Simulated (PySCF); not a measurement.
Compound: C5H10O2.
Bonds: C1–C2, C2–C3, C2–C4, C2–C5, C5–O6 (double), C5–O7. Hydrogens: H8, H9, H10 on C1; H11, H12, H13 on C3; H14, H15, H16 on C4; H17 on O7.

Computed geometry: GFN2-xTB, gas phase.

Q: Give the optimised bond lengths and angles.

A: 
```tsv
bond	length (pm)
C1–C2, C2–C3, C2–C4	153.1
C2–C5	152.1
C5=O6	120.1
C5–O7	134.1
C1–H8 and 8 like bonds	108.7
O7–H17	97.0
```

Bonds in one row agree within 1 pm and their mean is given. A selection of angles:
```tsv
angle	degrees
C2–C1–H8	110.4
H8–C1–H9	108.0
H8–C1–H10	108.9
C1–C2–C3	110.4
C1–C2–C5	109.2
C3–C2–C5	108.3
C2–C3–H11	110.5
C2–C5–O6	125.8
C2–C5–O7	112.4
O6–C5–O7	121.8
C5–O7–H17	109.9
```

Torsions: C1–C2–C5–O6 0° (synperiplanar); H17–O7–C5–C2 180° (antiperiplanar).

Of the pairs four or more bonds apart, O7···H14 is among the closest relative to their van der Waals radii: 2.54 Å, 93 % of the sum of Bondi's values. The 2 C–O bonds span 1.201 Å (C5=O6, drawn double) to 1.341 Å (C5–O7, drawn single), a spread of 0.140 Å.

Point group: Cs (every atom within 0.08 Å of its image). GFN2-xTB frequencies: not computed here. One conformer, not necessarily the lowest (C2–C5–O7–H 180°).
